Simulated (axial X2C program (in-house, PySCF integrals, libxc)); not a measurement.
# Outer orbitals of AsSe⁻ at 2.257 Å, PBE0

Calculated with an axial X2C code built on PySCF integrals. Spin-free means the one-electron spin-free X2C Hamiltonian; two-component (2c) means X2C with spin–orbit coupling and atomic mean-field two-electron Coulomb and Gaunt terms, so the difference of the two also holds small scalar two-electron terms. Basis: Se dyall-acv3z [9s10p7d5f1g], As dyall-acv3z [10s10p7d5f1g] (cores contracted in-house); Gaussian nuclei, density fitting, unrestricted open shells. Masses: Se 79.917 u, As 74.922 u.

The distance is close to the 2c PBE0 minimum; the highest filled and lowest empty levels are listed.

Spin-free orbitals, state M_S = 1, Λ = 0 (beyond evenly filled blocks: π+α, π-α) (Löwdin shares):

| symmetry | occupied | ε (eV) | atomic character |
| --- | --- | --- | --- |
| σα | yes | -14.18 | 56% Se s, 22% As s, 8% As p |
| σβ | yes | -13.61 | 58% Se s, 18% As s, 10% As p |
| σα | yes | -10.06 | 51% As s, 20% Se s, 14% Se p |
| σβ | yes | -8.67 | 52% As s, 18% Se p, 17% Se s |
| σα | yes | -3.08 | 47% Se p, 41% As p, 6% As s |
| σβ | yes | -2.64 | 45% Se p, 40% As p, 8% As s |
| π-α | yes | -2.60 | 53% Se p, 40% As p, 2% As d |
| π+α | yes | -2.60 | 53% Se p, 40% As p, 2% As d |
| π-β | yes | -1.60 | 65% Se p, 25% As p, 5% As d |
| π+β | yes | -1.60 | 65% Se p, 25% As p, 5% As d |
| π-α | yes | -0.06 | 44% As p, 31% Se p, 10% As d |
| π+α | yes | -0.06 | 44% As p, 31% Se p, 10% As d |
| π+β | no | 2.76 | 57% As p, 17% Se p, 12% Se d |
| π-β | no | 2.76 | 57% As p, 17% Se p, 12% Se d |
| σα | no | 3.06 | 67% As p, 26% Se p, 3% As d |
| σβ | no | 3.24 | 60% As p, 29% Se p, 5% As s |

Spinors with spin–orbit coupling (state Ω = 1):

```
   ω  occupied  ε (eV)              atomic character     λ mixture
 1/2       yes  -14.19   56% Se s, 22% As s, 8% As p        100% σ
-1/2       yes  -13.62  58% Se s, 18% As s, 10% As p        100% σ
 1/2       yes  -10.06  51% As s, 20% Se s, 14% Se p        100% σ
-1/2       yes   -8.68  52% As s, 18% Se p, 17% Se s        100% σ
 1/2       yes   -3.09   47% Se p, 41% As p, 6% As s        100% σ
-1/2       yes   -2.72   54% Se p, 37% As p, 2% As d  75% π, 25% σ
-1/2       yes   -2.63   45% Se p, 43% As p, 6% As s  74% σ, 26% π
 3/2       yes   -2.50   53% Se p, 41% As p, 2% As d        100% π
 1/2       yes   -1.70   66% Se p, 25% As p, 5% As d        100% π
-3/2       yes   -1.50   65% Se p, 26% As p, 5% As d        100% π
-1/2       yes   -0.16  44% As p, 31% Se p, 10% As d        100% π
 3/2       yes    0.04  43% As p, 31% Se p, 10% As d        100% π
 1/2        no    2.69  58% As p, 16% Se p, 12% Se d        100% π
-3/2        no    2.83  57% As p, 17% Se p, 13% Se d        100% π
 1/2        no    3.10   69% As p, 24% Se p, 4% As d        100% σ
-1/2        no    3.30   63% As p, 28% Se p, 4% As d        100% σ
```

The highest filled level is positive, so this functional does not bind it, and the empty levels of an anion are set by the basis.

Q: How does the gap between the highest filled and lowest empty level change from the spin-free to the 2c table?

A: From 2.82 to 2.65 eV at PBE0, a change of -0.17 eV.

Mulliken charges and populations of the two-component result (they depend on the basis, above all on diffuse functions):

Se -0.60 e (s 7.94 p 16.57 d 10.09 f 0.01), As -0.40 e (s 7.94 p 15.31 d 10.12 f 0.02). ⟨Lz⟩ = 0.00 ħ and ⟨Sz⟩ = 1.00 ħ (0.22 and 0.78 on the two atoms), which add up to Ω.

The state is one determinant whose occupation by symmetry is held fixed; it was picked as the lowest of a PBE0 search that is not exhaustive. Density functionals use the spin component along the axis (collinear). Other states lie close and PBE0, whose exact exchange favours high spin, may order them wrongly; the determinant shown need not be the ground state. The nearest other spin-free determinant of the search, M_S = 0, Λ = 2, lies 0.60 eV up at the distance of the search. With several unpaired electrons one determinant need not be a pure state. Open-shell Ω = 0 determinants with evenly filled partner blocks cannot be reached by this program, so the Ω shown need not be the lowest component. This is the Ω = 1 component of a π² triplet; the 0⁺ component is not one determinant and can lie lowest. The highest occupied level of some functionals is positive through self-interaction error; at Hartree–Fock it is bound.
